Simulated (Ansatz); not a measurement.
Ansatz (a program for electronic structure) input (HF/3-21G): The .json file is the Basis Set Exchange's 3-21G.

Ansatz 0.2 input:
```yaml
crystal:
  periodic: [false, false, false]
  atoms:
    - {symbol: C, position_ang: [-2.30409307, 0.60489746, -0.23161837]}
    - {symbol: Si, position_ang: [-0.86006946, -0.65977466, -0.34149540]}
    - {symbol: B, position_ang: [0.97445642, 0.02681391, 0.16107940]}
    - {symbol: O, position_ang: [1.20793997, 1.37700741, 0.04200621]}
    - {symbol: O, position_ang: [2.03536200, -0.76366184, 0.56098642]}
    - {symbol: H, position_ang: [-2.63196739, 0.73547518, 0.79480998]}
    - {symbol: H, position_ang: [-3.15233125, 0.27750101, -0.82197720]}
    - {symbol: H, position_ang: [-1.96728382, 1.56422222, -0.60758867]}
    - {symbol: H, position_ang: [-1.21756045, -1.98258145, 0.26227576]}
    - {symbol: H, position_ang: [2.10126843, 1.68411247, 0.25026912]}
    - {symbol: H, position_ang: [1.91470768, -1.71210300, 0.66351872]}
basis:
  gaussian:
    orbitals: 3-21G.json
hamiltonian:
  xc: {name: HF}
magnetization: {spin_polarized: true, initial_magnetization: 1}
phonons: {temperatures: {t_min: 298.15, t_max: 298.15, t_step: 100}}
```

Output:

```
Functional definition: HF
integrals: 0.01 GiB planned
743 factors; integrals over basis functions are off by at most 5.4e-4 eV
mean field: 0.26 GiB planned
mean field evaluation 1: about -13658.2427 eV, gradient 2.7e1 eV
mean field evaluation 2: about -13658.4702 eV, gradient 2.8e1 eV
mean field evaluation 4: about -13661.8480 eV, gradient 2.1e0 eV
mean field evaluation 8: about -13661.9069 eV, gradient 3.1e-1 eV
mean field -13661.90945701 eV, -502.0659121703 hartree, gradient 2.7e-5 eV, S^2 0.758071; 0 other end points of the search recorded, 0 dependent functions left out
the calculation of the forces begins
reference -13661.90945701 eV, -502.0659121703 hartree; 24, 23 occupied and 37, 38 virtual orbitals, 743 factors
these checks for a lower state are left out or cut short: stability, starts, cluster_reference, orbital_swaps, neighbouring_geometries, increment
integrals: 0.01 GiB planned
743 factors; integrals over basis functions are off by at most 5.4e-4 eV
mean field: 0.26 GiB planned
mean field evaluation 16: about -13661.5851 eV, gradient 8.2e-1 eV
mean field -13661.90930495 eV, -502.0659065823 hartree, gradient 3.2e-6 eV, S^2 0.758057; 0 other end points of the search recorded, 0 dependent functions left out
the calculation of the forces begins
reference -13661.90930495 eV, -502.0659065823 hartree; 24, 23 occupied and 37, 38 virtual orbitals, 743 factors
these checks for a lower state are left out or cut short: stability, starts, cluster_reference, orbital_swaps, neighbouring_geometries, increment
integrals: 0.01 GiB planned
743 factors; integrals over basis functions are off by at most 5.4e-4 eV
mean field: 0.26 GiB planned
mean field evaluation 32: about -13661.9093 eV, gradient 2.5e-6 eV
mean field -13661.90931539 eV, -502.0659069659 hartree, gradient 3.2e-6 eV, S^2 0.758085; 0 other end points of the search recorded, 0 dependent functions left out
the calculation of the forces begins
reference -13661.90931539 eV, -502.0659069659 hartree; 24, 23 occupied and 37, 38 virtual orbitals, 743 factors
these checks for a lower state are left out or cut short: stability, starts, cluster_reference, orbital_swaps, neighbouring_geometries, increment
integrals: 0.01 GiB planned
743 factors; integrals over basis functions are off by at most 5.4e-4 eV
mean field: 0.26 GiB planned
mean field -13661.90930445 eV, -502.0659065638 hartree, gradient 3.2e-6 eV, S^2 0.758078; 0 other end points of the search recorded, 0 dependent functions left out
the calculation of the forces begins
reference -13661.90930445 eV, -502.0659065638 hartree; 24, 23 occupied and 37, 38 virtual orbitals, 743 factors
these checks for a lower state are left out or cut short: stability, starts, cluster_reference, orbital_swaps, neighbouring_geometries, increment
integrals: 0.01 GiB planned
743 factors; integrals over basis functions are off by at most 5.4e-4 eV
mean field: 0.26 GiB planned
mean field -13661.90930654 eV, -502.0659066407 hartree, gradient 3.2e-6 eV, S^2 0.758063; 0 other end points of the search recorded, 0 dependent functions left out
the calculation of the forces begins
reference -13661.90930654 eV, -502.0659066407 hartree; 24, 23 occupied and 37, 38 virtual orbitals, 743 factors
these checks for a lower state are left out or cut short: stability, starts, cluster_reference, orbital_swaps, neighbouring_geometries, increment
integrals: 0.01 GiB planned
743 factors; integrals over basis functions are off by at most 5.4e-4 eV
mean field: 0.26 GiB planned
mean field -13661.90928794 eV, -502.0659059569 hartree, gradient 3.2e-6 eV, S^2 0.758062; 0 other end points of the search recorded, 0 dependent functions left out
the calculation of the forces begins
reference -13661.90928794 eV, -502.0659059569 hartree; 24, 23 occupied and 37, 38 virtual orbitals, 743 factors
these checks for a lower state are left out or cut short: stability, starts, cluster_reference, orbital_swaps, neighbouring_geometries, increment
integrals: 0.01 GiB planned
743 factors; integrals over basis functions are off by at most 5.4e-4 eV
mean field: 0.26 GiB planned
mean field evaluation 64: about -13661.9093 eV, gradient 2.7e-3 eV
mean field -13661.90928702 eV, -502.0659059231 hartree, gradient 3.2e-6 eV, S^2 0.758080; 0 other end points of the search recorded, 0 dependent functions left out
the calculation of the forces begins
reference -13661.90928702 eV, -502.0659059231 hartree; 24, 23 occupied and 37, 38 virtual orbitals, 743 factors
these checks for a lower state are left out or cut short: stability, starts, cluster_reference, orbital_swaps, neighbouring_geometries, increment
integrals: 0.01 GiB planned
743 factors; integrals over basis functions are off by at most 5.4e-4 eV
mean field: 0.26 GiB planned
[...]
743 factors; integrals over basis functions are off by at most 5.4e-4 eV
mean field: 0.26 GiB planned
mean field -13661.90931639 eV, -502.0659070026 hartree, gradient 3.2e-6 eV, S^2 0.758069; 0 other end points of the search recorded, 0 dependent functions left out
the calculation of the forces begins
reference -13661.90931639 eV, -502.0659070026 hartree; 24, 23 occupied and 37, 38 virtual orbitals, 743 factors
these checks for a lower state are left out or cut short: stability, starts, cluster_reference, orbital_swaps, neighbouring_geometries, increment
integrals: 0.01 GiB planned
743 factors; integrals over basis functions are off by at most 5.4e-4 eV
mean field: 0.26 GiB planned
mean field evaluation 512: about -13661.5886 eV, gradient 3.2e-3 eV
mean field -13661.90932075 eV, -502.0659071629 hartree, gradient 3.2e-6 eV, S^2 0.758072; 0 other end points of the search recorded, 0 dependent functions left out
the calculation of the forces begins
reference -13661.90932075 eV, -502.0659071629 hartree; 24, 23 occupied and 37, 38 virtual orbitals, 743 factors
these checks for a lower state are left out or cut short: stability, starts, cluster_reference, orbital_swaps, neighbouring_geometries, increment
integrals: 0.01 GiB planned
743 factors; integrals over basis functions are off by at most 5.4e-4 eV
mean field: 0.26 GiB planned
mean field -13661.90942478 eV, -502.0659109860 hartree, gradient 3.2e-6 eV, S^2 0.758071; 0 other end points of the search recorded, 0 dependent functions left out
the calculation of the forces begins
reference -13661.90942478 eV, -502.0659109860 hartree; 24, 23 occupied and 37, 38 virtual orbitals, 743 factors
these checks for a lower state are left out or cut short: stability, starts, cluster_reference, orbital_swaps, neighbouring_geometries, increment
integrals: 0.01 GiB planned
743 factors; integrals over basis functions are off by at most 5.4e-4 eV
mean field: 0.26 GiB planned
mean field -13661.90942715 eV, -502.0659110728 hartree, gradient 3.2e-6 eV, S^2 0.758071; 0 other end points of the search recorded, 0 dependent functions left out
the calculation of the forces begins
reference -13661.90942715 eV, -502.0659110728 hartree; 24, 23 occupied and 37, 38 virtual orbitals, 743 factors
these checks for a lower state are left out or cut short: stability, starts, cluster_reference, orbital_swaps, neighbouring_geometries, increment
integrals: 0.01 GiB planned
743 factors; integrals over basis functions are off by at most 5.4e-4 eV
mean field: 0.26 GiB planned
mean field evaluation 544: about -13661.9094 eV, gradient 1.1e-4 eV
mean field -13661.90944481 eV, -502.0659117219 hartree, gradient 3.2e-6 eV, S^2 0.758074; 0 other end points of the search recorded, 0 dependent functions left out
the calculation of the forces begins
reference -13661.90944481 eV, -502.0659117219 hartree; 24, 23 occupied and 37, 38 virtual orbitals, 743 factors
these checks for a lower state are left out or cut short: stability, starts, cluster_reference, orbital_swaps, neighbouring_geometries, increment
integrals: 0.01 GiB planned
743 factors; integrals over basis functions are off by at most 5.4e-4 eV
mean field: 0.26 GiB planned
mean field -13661.90944669 eV, -502.0659117909 hartree, gradient 3.2e-6 eV, S^2 0.758068; 0 other end points of the search recorded, 0 dependent functions left out
the calculation of the forces begins
reference -13661.90944669 eV, -502.0659117909 hartree; 24, 23 occupied and 37, 38 virtual orbitals, 743 factors
these checks for a lower state are left out or cut short: stability, starts, cluster_reference, orbital_swaps, neighbouring_geometries, increment
integrals: 0.01 GiB planned
743 factors; integrals over basis functions are off by at most 5.4e-4 eV
mean field: 0.26 GiB planned
mean field -13661.90944590 eV, -502.0659117619 hartree, gradient 3.2e-6 eV, S^2 0.758071; 0 other end points of the search recorded, 0 dependent functions left out
the calculation of the forces begins
reference -13661.90944590 eV, -502.0659117619 hartree; 24, 23 occupied and 37, 38 virtual orbitals, 743 factors
these checks for a lower state are left out or cut short: stability, starts, cluster_reference, orbital_swaps, neighbouring_geometries, increment
integrals: 0.01 GiB planned
743 factors; integrals over basis functions are off by at most 5.4e-4 eV
mean field: 0.26 GiB planned
mean field -13661.90944306 eV, -502.0659116576 hartree, gradient 3.2e-6 eV, S^2 0.758070; 0 other end points of the search recorded, 0 dependent functions left out
the calculation of the forces begins
reference -13661.90944306 eV, -502.0659116576 hartree; 24, 23 occupied and 37, 38 virtual orbitals, 743 factors
these checks for a lower state are left out or cut short: stability, starts, cluster_reference, orbital_swaps, neighbouring_geometries, increment
integrals: 0.01 GiB planned
743 factors; integrals over basis functions are off by at most 5.4e-4 eV
mean field: 0.26 GiB planned
mean field evaluation 576: about -13661.9062 eV, gradient 7.9e-1 eV
mean field -13661.90929278 eV, -502.0659061350 hartree, gradient 3.2e-6 eV, S^2 0.758071; 0 other end points of the search recorded, 0 dependent functions left out
the calculation of the forces begins
reference -13661.90929278 eV, -502.0659061350 hartree; 24, 23 occupied and 37, 38 virtual orbitals, 743 factors
these checks for a lower state are left out or cut short: stability, starts, cluster_reference, orbital_swaps, neighbouring_geometries, increment
integrals: 0.01 GiB planned
743 factors; integrals over basis functions are off by at most 5.4e-4 eV
mean field: 0.26 GiB planned
mean field -13661.90928759 eV, -502.0659059441 hartree, gradient 3.2e-6 eV, S^2 0.758071; 0 other end points of the search recorded, 0 dependent functions left out
the calculation of the forces begins
reference -13661.90928759 eV, -502.0659059441 hartree; 24, 23 occupied and 37, 38 virtual orbitals, 743 factors
these checks for a lower state are left out or cut short: stability, starts, cluster_reference, orbital_swaps, neighbouring_geometries, increment
integrals: 0.01 GiB planned
743 factors; integrals over basis functions are off by at most 5.4e-4 eV
mean field: 0.26 GiB planned
mean field -13661.90945055 eV, -502.0659119330 hartree, gradient 3.2e-6 eV, S^2 0.758070; 0 other end points of the search recorded, 0 dependent functions left out
the calculation of the forces begins
reference -13661.90945055 eV, -502.0659119330 hartree; 24, 23 occupied and 37, 38 virtual orbitals, 743 factors
these checks for a lower state are left out or cut short: stability, starts, cluster_reference, orbital_swaps, neighbouring_geometries, increment
integrals: 0.01 GiB planned
743 factors; integrals over basis functions are off by at most 5.4e-4 eV
mean field: 0.26 GiB planned
mean field evaluation 608: about -13661.9095 eV, gradient 2.5e-6 eV
mean field -13661.90945159 eV, -502.0659119709 hartree, gradient 3.2e-6 eV, S^2 0.758072; 0 other end points of the search recorded, 0 dependent functions left out
the calculation of the forces begins
reference -13661.90945159 eV, -502.0659119709 hartree; 24, 23 occupied and 37, 38 virtual orbitals, 743 factors
Total energy: -13661.90945701 eV, -502.0659121703 hartree
Atom 0 at    -2.304093     0.604897    -0.231618 Å, force    -0.002140    -0.000287     0.000385 eV/Å
Atom 1 at    -0.860069    -0.659775    -0.341495 Å, force     0.002289     0.000999    -0.000308 eV/Å
Atom 2 at     0.974456     0.026814     0.161079 Å, force    -0.001303     0.001600    -0.000563 eV/Å
Atom 3 at     1.207940     1.377007     0.042006 Å, force     0.001602    -0.000485     0.000561 eV/Å
Atom 4 at     2.035362    -0.763662     0.560986 Å, force    -0.001102    -0.001506     0.000003 eV/Å
Atom 5 at    -2.631967     0.735475     0.794810 Å, force     0.000437    -0.000102    -0.001784 eV/Å
Atom 6 at    -3.152331     0.277501    -0.821977 Å, force     0.002028     0.000757     0.001371 eV/Å
Atom 7 at    -1.967284     1.564222    -0.607589 Å, force     0.000205    -0.002316     0.000694 eV/Å
Atom 8 at    -1.217560    -1.982581     0.262276 Å, force    -0.001428     0.000388     0.000177 eV/Å
Atom 9 at     2.101268     1.684112     0.250269 Å, force    -0.001134    -0.000446    -0.000347 eV/Å
Atom 10 at     1.914708    -1.712103     0.663519 Å, force     0.000547     0.001397    -0.000189 eV/Å
Dipole moment:     0.154890    -0.196667     0.095706 e Å
Vibrations: 69.31 88.07 113.71 274.80 356.85 419.48 518.47 545.13 582.51 671.07 707.35 768.21 910.29 997.37 1041.24 1078.86 1356.99 1464.88 1518.92 1632.50 1634.99 2217.19 3189.45 3257.62 3274.09 3882.12 3953.71 cm⁻¹, zero-point energy 2.264273 eV
```

The blocks after the first are displaced geometries, from whose forces the wavenumbers follow.
